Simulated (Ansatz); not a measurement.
## Worked example: a bond strength in CH3Cl3Si (SMILES C[Si](Cl)(Cl)Cl)

The species is CH3Cl3Si (8 atoms), meant as a singlet with charge 0. As SMILES, `C[Si](Cl)(Cl)Cl`. Geometry: optimised at B3LYP/def2-SVP.

```xyz
8

C    -0.7343   -0.2816    0.6911
Si    0.5754    0.2003   -0.5348
Cl    2.3892   -0.6520   -0.0279
Cl    0.0601   -0.4381   -2.4322
Cl    0.8067    2.2542   -0.5762
H    -0.8531   -1.3761    0.7085
H    -0.4543    0.0608    1.6994
H    -1.6976    0.1754    0.4162
```

Wanted: the dissociation energy of the Si2–C1 bond into doublet SiCl3 and doublet CH3 (shapes relaxed at B3LYP/def2-SVP, no zero-point term). 1 Eh = 2625.50 kJ/mol = 27.2114 eV. Totals in Eh; open shells run unrestricted unless said.

| level | program | CH3Cl3Si | doublet SiCl3 | doublet CH3 |
| --- | --- | --- | --- | --- |
| HF/def2-SVP | Ansatz | -1706.668190 | -1667.017982 | -39.532746 |
| B3LYP/def2-SVP | Ansatz | -1709.676944 | -1669.722673 | -39.809410 |
| MP2/def2-SVP, 21 core orbitals frozen | Ansatz | -1707.300034 | -1667.484571 | -39.659373 |

Work out the dissociation energy at each level.


1. HF/def2-SVP: (-1667.017982) + (-39.532746) − (-1706.668190) = 0.117462 Eh = 308.4 kJ/mol = 3.20 eV.
2. B3LYP/def2-SVP: (-1669.722673) + (-39.809410) − (-1709.676944) = 0.144861 Eh = 380.3 kJ/mol = 3.94 eV.
3. MP2/def2-SVP: (-1667.484571) + (-39.659373) − (-1707.300034) = 0.156090 Eh = 409.8 kJ/mol = 4.25 eV.

The levels span 308 to 410 kJ/mol; no measured value is set beside them. Hartree–Fock lacks the correlation of the bonding electrons, so it comes out low. A bond enthalpy at 298 K also holds the loss of zero-point energy and thermal terms.
